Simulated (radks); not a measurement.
Effect of the nuclear size on the thallium ion Tl27+, [Kr] 4d10 4f8. Method: Dirac Kohn-Sham, PBE, spin-unpolarised, spherical densities, finite nucleus; open shells fill j = l - 1/2 first; Fermi nuclear charge, rms radius 5.4759 fm; computed with a radial shooting solver on a logarithmic mesh with Libxc functionals. The rms radius is varied about that value; shifts are against it.

| rms radius (fm) | total energy shift (eV) | density at nucleus (e/bohr^3) | 1s1/2 shift (meV) | 2s1/2 shift (meV) | 4s1/2 shift (meV) | 4p1/2 shift (meV) | 4f7/2 shift (meV) | 5s1/2 (empty) shift (meV) | 5p1/2 (empty) shift (meV) |
|---|---|---|---|---|---|---|---|---|---|
| 4.8188 | -26.7 | 2.66e+06 | -10700 | -1610 | -101 | -3.60 | 2.25 | -33.1 | -1.35 |
| 5.1802 | -12.3 | 2.58e+06 | -4910 | -740 | -46.3 | -1.66 | 1.04 | -15.2 | -0.622 |
| 5.4759 | 0 | 2.52e+06 | 0.000 | 0.000 | 0.000 | 0.000 | 0.000 | 0.000 | 0.000 |
| 5.6457 | 7.23 | 2.488e+06 | 2890 | 435 | 27.3 | 0.978 | -0.610 | 8.95 | 0.367 |
| 6.8284 | 61.0 | 2.295e+06 | 24400 | 3670 | 230 | 8.30 | -5.15 | 75.5 | 3.11 |

Slopes of the eigenvalues against <r^2> in GHz/fm^2, as finite differences over the two radii next to the reference (eigenvalue slopes, not the field-shift constants of lines): 1s1/2 374000, 2s1/2 56400, 4s1/2 3530, 4p1/2 126, 4f7/2 -78.9, 5s1/2 (empty) 1160, 5p1/2 (empty) 47.5.
